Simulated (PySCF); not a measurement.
Core-level binding energies of `C[AsH][SiH3]`

CH7AsSi.
Atom-mapped SMILES: `[CH3:1][AsH:2][SiH3:3]`

Geometry (PBE0-D3(BJ)/def2-SVP, Å), atoms numbered from 1 in this order:
```xyz
10
CH7AsSi angstrom
C      1.6577    0.2363    0.1126
As     0.3410   -1.2389   -0.0018
Si    -1.5857    0.1341    0.1156
H      2.6546   -0.1970    0.2755
H      1.4365    0.9494    0.9179
H      1.6671    0.7682   -0.8495
H      0.2898   -1.5270    1.4971
H     -2.7951   -0.7141    0.3417
H     -1.7354    0.8463   -1.1910
H     -1.4928    1.1581    1.2033
```

The calculation used delta-SCF UKS SCAN, pcX-2 on the ionised atom, pcseg-1 elsewhere, spin-free X2C in PySCF 2.14.0. Binding energies are ΔSCF values: E(core-ionised, relaxed orbitals) − E(ground state) at a fixed geometry, referred to the vacuum level.

**Question.** Give the core binding energies atom by atom.

**Answer.** 
```
atom(s)    environment     level  binding energy (eV)  2p1/2 (eV)  count
     C1  methyl carbon      C 1s               290.53           –      1
    Si3   SiH3 silicon  Si 2p3/2               106.56      107.18      1
    Si3   SiH3 silicon     Si 1s              1846.29           –      1
```

**Question.** Which photon energy gives electrons from Si 2p3/2 of Si3 a kinetic energy of 150 eV, and what is their de Broglie wavelength?

**Answer.** hν = 106.56 + 150 = 256.56 eV, recoil neglected; λ = 12.264 Å/√(E/eV) = 1.00 Å.

For 2p shells one spin-free hole was relaxed; a mean-field spin–orbit operator and the ground-state splitting of the three 2p orbitals were then diagonalised within the shell. The shell's mean is (2 × 2p3/2 + 2p1/2)/3, and the degeneracies 2j + 1 give areas of 2:1. 2p1/2 minus 2p3/2 (ligand field included): Si 0.62 eV. No level of arsenic is listed. Isolated species at its PBE0-D3(BJ)/def2-SVP geometry, gas phase.

Time: 12 s of wall time. Hardware: x86-64 server, one thread, no GPU (shared host).
